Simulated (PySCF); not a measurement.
Isomers of C4H11BF3P, from PBE0-D3(BJ)/def2-SVP geometry optimisation, gas phase in PySCF. One conformer each, no zero-point energy, no frequencies.

Task: Which is lower in electronic energy at this level?
A. `[BH3-:1][P@H+:2]([CH2:3][CH3:4])[CH2:5][C:6]([F:7])([F:8])[F:9]` with B1–P2–C3–C4 180°, B1–P2–C5–C6 -138°: A = 1804, B = 924.8, C = 709.5 MHz, dipole 3.99 D
B. `[BH3-:1][P@H+:2]([CH3:3])[CH2:4][CH2:5][C:6]([F:7])([F:8])[F:9]` with B1–P2–C4–C5 -55°, P2–C4–C5–C6 177°: A = 2672, B = 580.9, C = 538.6 MHz, dipole 4.46 D

Result: B. That is `FC(CC[P@@H+](C)[BH3-])(F)F`, 4.2 kcal/mol below the other.

```
                   SMILES                                                    mapped SMILES      E (Eh)  relative (kcal/mol)  relative (kJ/mol)  dipole (D)
[BH3-][P@H+](C)CCC(F)(F)F  [BH3-:1][P@H+:2]([CH3:3])[CH2:4][CH2:5][C:6]([F:7])([F:8])[F:9]  -823.70815                  0.0                0.0        4.46
[BH3-][P@H+](CC)CC(F)(F)F  [BH3-:1][P@H+:2]([CH2:3][CH3:4])[CH2:5][C:6]([F:7])([F:8])[F:9]  -823.70149                  4.2               17.5        3.99
```
